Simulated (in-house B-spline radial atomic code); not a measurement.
Ionisation energies along the 33-electron series, configuration 1s2 2s2 2p6 3s2 3p6 3d10 4s2 4p1/2(2) 4p3/2(1), as differences of self-consistent energies. Dirac energy differences include first-order Breit, QED and recoil terms. NIST's values go from ground level to ground level; the uncertainty of those that are theory runs from under 0.1 % in few-electron ions to several per cent in heavy many-electron ones. Computed with a B-spline radial code for spherical atoms: Dirac-Hartree-Fock, jj configuration that fills j = l - 1/2 first, finite nuclei.

A number in brackets counts the electrons of a j subshell.

```json
{"ion": "In16+", "configuration after": "[Ar] 3d10 4s2 4p1/2(2)", "ionisation energy (eV)": "424.8", "IE/(q+1)² (eV)": "1.4698", "-ε less Coulomb ΔSCF (eV)": "0.39924", "Breit and QED recoil part (eV)": "-0.20326", "tabulated value (eV)": "425", "computed minus tabulated (eV)": "-0.2"}
{"ion": "Sn17+", "configuration after": "[Ar] 3d10 4s2 4p1/2(2)", "ionisation energy (eV)": "?", "IE/(q+1)² (eV)": "?", "-ε less Coulomb ΔSCF (eV)": "?", "Breit and QED recoil part (eV)": "?", "tabulated value (eV)": "?", "computed minus tabulated (eV)": "?"}
{"ion": "Sb18+", "configuration after": "[Ar] 3d10 4s2 4p1/2(2)", "ionisation energy (eV)": "509.5", "IE/(q+1)² (eV)": "1.4114", "-ε less Coulomb ΔSCF (eV)": "0.40186", "Breit and QED recoil part (eV)": "-0.25976", "tabulated value (eV)": "510", "computed minus tabulated (eV)": "-0.5"}
{"ion": "Te19+", "configuration after": "[Ar] 3d10 4s2 4p1/2(2)", "ionisation energy (eV)": "?", "IE/(q+1)² (eV)": "?", "-ε less Coulomb ΔSCF (eV)": "?", "Breit and QED recoil part (eV)": "?", "tabulated value (eV)": "?", "computed minus tabulated (eV)": "?"}
{"ion": "I20+", "configuration after": "[Ar] 3d10 4s2 4p1/2(2)", "ionisation energy (eV)": "601.3", "IE/(q+1)² (eV)": "1.3636", "-ε less Coulomb ΔSCF (eV)": "0.4048", "Breit and QED recoil part (eV)": "-0.32506", "tabulated value (eV)": "601", "computed minus tabulated (eV)": "0.3"}
{"ion": "Xe21+", "configuration after": "[Ar] 3d10 4s2 4p1/2(2)", "ionisation energy (eV)": "649.9", "IE/(q+1)² (eV)": "1.3428", "-ε less Coulomb ΔSCF (eV)": "0.40636", "Breit and QED recoil part (eV)": "-0.36118", "tabulated value (eV)": "650", "computed minus tabulated (eV)": "-0.1"}
```

(1) Fill in the row of Sn17+.

(2) Fill in the row of Te19+.

## Answers

(1) ionisation energy (eV): 466.3; IE/(q+1)² (eV): 1.4391; -ε less Coulomb ΔSCF (eV): 0.4005; Breit and QED recoil part (eV): -0.23043; tabulated value (eV): 466; computed minus tabulated (eV): 0.3.

(2) ionisation energy (eV): 554.5; IE/(q+1)² (eV): 1.3864; -ε less Coulomb ΔSCF (eV): 0.4033; Breit and QED recoil part (eV): -0.29122; tabulated value (eV): 555; computed minus tabulated (eV): -0.5.
